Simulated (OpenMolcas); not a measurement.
# OpenMolcas run: Nd4+

Input:

```
&GATEWAY
Coord
1

Nd 0.0 0.0 0.0
Basis=ANO-RCC-VTZP
Group=XYZ
NoMove
AngMom=0.0 0.0 0.0
AMFI
&SEWARD
* reference wave functions (RASSCF and RASSI steps not shown): 2 electrons in 7 orbitals (4f)
>>> COPY JOB001 $Project.JobIph
&CASPT2
Multistate=21 1 2 3 4 5 6 7 8 9 10 11 12 13 14 15 16 17 18 19 20 21
NoMult
Frozen=14 9
IPEA=0.6
Sig1=0.25
MaxIter=60
WThr=0.0 0.3 0.05
PrWF=0.5
NoMix
>>> COPY JOB002 $Project.JobIph
&CASPT2
Multistate=27 1 2 3 4 5 6 7 8 9 10 11 12 13 14 15 16 17 18 19 20 21 22
23 24 25 26 27
NoMult
Frozen=14 9
IPEA=0.6
Sig1=0.25
MaxIter=60
WThr=0.0 0.3 0.05
PrWF=0.5
NoMix
```

Launched by
```bash
OMP_NUM_THREADS=1 MOLCAS_MEM=2252 MOLCAS_PROJECT=a pymolcas a.inp > a.log  # once for each step of the input, in one work folder
```

Output, cut to the results:

```
--- CASPT2 ---
Orbital specifications:
      -----------------------

      Symmetry species                           1   2
                                                ag  au
      Frozen orbitals                           14   9
      Inactive orbitals                          1   3
      Active orbitals                            0   7
      Secondary orbitals                        36  34
      Deleted orbitals                           0   0
      Number of basis functions                 51  53
Type of calculation                        SS-CASPT2
      Fock operator                              state-specific
      IPEA shift                                 0.60
      Real shift                                 0.00
      Imaginary shift                            0.00
      Sigma^1 regularizer                        0.25
      The input orbitals will be transformed to quasi-canonical
Reference energy:       -9613.3029454645
      E2 (Non-variational):      -0.2337741502
      Shift correction:          -0.0000031562
      E2 (Variational):          -0.2337773064
      Total energy:           -9613.5367227709
      Residual norm:              0.0000001194
      Reference weight:           0.94797
      Contributions to the CASPT2 correlation energy
      Active & Virtual Only:         -0.0040915921
      One Inactive Excited:          -0.0558234755
      Two Inactive Excited:          -0.1738590826
Reference energy:       -9613.3029454645
      E2 (Non-variational):      -0.2334675504
      Shift correction:          -0.0000029590
      E2 (Variational):          -0.2334705094
      Total energy:           -9613.5364159739
      Residual norm:              0.0000001183
      Reference weight:           0.94812
      Contributions to the CASPT2 correlation energy
      Active & Virtual Only:         -0.0040915760
      One Inactive Excited:          -0.0555206490
      Two Inactive Excited:          -0.1738553253
::    CASPT2 Root  1     Total energy:  -9613.53672277
::    CASPT2 Root  2     Total energy:  -9613.53641597
::    CASPT2 Root  3     Total energy:  -9613.53638891
::    CASPT2 Root  4     Total energy:  -9613.53630318
::    CASPT2 Root  5     Total energy:  -9613.53649047
::    CASPT2 Root  6     Total energy:  -9613.53641088
::    CASPT2 Root  7     Total energy:  -9613.53645930
::    CASPT2 Root  8     Total energy:  -9613.53635436
::    CASPT2 Root  9     Total energy:  -9613.53641421
::    CASPT2 Root 10     Total energy:  -9613.53638280
::    CASPT2 Root 11     Total energy:  -9613.53646746
::    CASPT2 Root 12     Total energy:  -9613.51095570
::    CASPT2 Root 13     Total energy:  -9613.51096310
::    CASPT2 Root 14     Total energy:  -9613.51097746
::    CASPT2 Root 15     Total energy:  -9613.51098751
::    CASPT2 Root 16     Total energy:  -9613.51091872
::    CASPT2 Root 17     Total energy:  -9613.51098397
::    CASPT2 Root 18     Total energy:  -9613.51095749
::    CASPT2 Root 19     Total energy:  -9613.41106022
::    CASPT2 Root 20     Total energy:  -9613.41106021
::    CASPT2 Root 21     Total energy:  -9613.41106016
--- CASPT2 ---
Orbital specifications:
      -----------------------

      Symmetry species                           1   2
                                                ag  au
      Frozen orbitals                           14   9
      Inactive orbitals                          1   3
      Active orbitals                            0   7
      Secondary orbitals                        36  34
      Deleted orbitals                           0   0
      Number of basis functions                 51  53
Type of calculation                        SS-CASPT2
      Fock operator                              state-specific
      IPEA shift                                 0.60
      Real shift                                 0.00
      Imaginary shift                            0.00
      Sigma^1 regularizer                        0.25
      The input orbitals will be transformed to quasi-canonical
Reference energy:       -9613.2677012294
      E2 (Non-variational):      -0.2349446921
      Shift correction:          -0.0000113425
      E2 (Variational):          -0.2349560347
      Total energy:           -9613.5026572641
      Residual norm:              0.0000001158
      Reference weight:           0.94782
      Contributions to the CASPT2 correlation energy
      Active & Virtual Only:         -0.0067699744
      One Inactive Excited:          -0.0543055631
      Two Inactive Excited:          -0.1738691546
Reference energy:       -9613.2677012294
      E2 (Non-variational):      -0.2351895161
      Shift correction:          -0.0000154989
      E2 (Variational):          -0.2352050150
      Total energy:           -9613.5029062444
      Residual norm:              0.0000001316
      Reference weight:           0.94767
      Contributions to the CASPT2 correlation energy
      Active & Virtual Only:         -0.0068784867
      One Inactive Excited:          -0.0544508001
      Two Inactive Excited:          -0.1738602293
::    CASPT2 Root  1     Total energy:  -9613.50265726
::    CASPT2 Root  2     Total energy:  -9613.50290624
::    CASPT2 Root  3     Total energy:  -9613.50317176
::    CASPT2 Root  4     Total energy:  -9613.50289132
::    CASPT2 Root  5     Total energy:  -9613.50256917
::    CASPT2 Root  6     Total energy:  -9613.50250570
::    CASPT2 Root  7     Total energy:  -9613.50267482
::    CASPT2 Root  8     Total energy:  -9613.50288693
::    CASPT2 Root  9     Total energy:  -9613.50257839
::    CASPT2 Root 10     Total energy:  -9613.44217833
::    CASPT2 Root 11     Total energy:  -9613.44203590
::    CASPT2 Root 12     Total energy:  -9613.44202853
::    CASPT2 Root 13     Total energy:  -9613.44203892
::    CASPT2 Root 14     Total energy:  -9613.44204062
::    CASPT2 Root 15     Total energy:  -9613.41386614
::    CASPT2 Root 16     Total energy:  -9613.41389019
::    CASPT2 Root 17     Total energy:  -9613.41574609
...
```

Levels above the lowest, from the spin-orbit matrix with the single-state CASPT2 energies, averaged by term, on its diagonal:

```csv
Configuration,Term,J,E (cm⁻¹),Measured (cm⁻¹),g,Term weight %,Second
4f²,³H,4,0.0,0.0,0.807,97,3 ¹G
4f²,³H,5,3000,2834,1.033,100,
4f²,³H,6,6110,5743,1.167,100,
4f²,³F,2,6620,5894,0.673,98,2 ¹D
4f²,³F,3,8590,7785,1.084,100,
4f²,³F,4,8980,8311,1.138,57,41 ¹G
4f²,¹G,4,13010,12270,1.106,55,43 ³F
4f²,¹D,2,23980,20551,1.032,90,8 ³P
4f²,³P,0,29990,25051,,100,
4f²,¹I,6,30230,26088,1.000,100,
4f²,³P,1,30520,25893,1.501,100,
4f²,³P,2,32230,27479,1.461,92,8 ¹D
```

Against the 11 measured excited levels shown (the list in Carvajal Gallego et al., Mon. Not. R. Astron. Soc. 518, 332 (2023)) the mean absolute deviation is 2300 cm-1; the largest miss in energy is 4f² ³P₀: computed 29990, measured 25051 cm⁻¹ (+19.7 %).

CASPT2 breaks the degeneracy within a term, and the mean is taken; among the terms shown or strongly mixed into the levels shown the widest spread is 470 cm-1 (4f² ¹I). Terms from blocks run as CI alone lack orbitals of their own. Some terms miss by over 15 % even with CASPT2, which points to a basis or an active space too small for the shells correlated. Measured partners are found by configuration, term and J. A level has none where our copy of the source lacks it or the pairing is in doubt (some pairs that miss far off the trend of their configuration count as doubtful), and it then counts in no deviation. Levels of configurations outside the active space are missing. The first state left out of the spin-orbit step lies near 70000 cm-1 above the lowest spin-free state of the reference (among the parities and spins computed), and the list stops at four fifths of that energy or lower.

The CASPT2 steps took 23 s on 1 thread of Intel(R) Xeon(R) 6975P-C (Granite Rapids), on a shared host; the integral step is not counted.

The term weight is that of the spin-free term in the level, not the purity of its configuration.
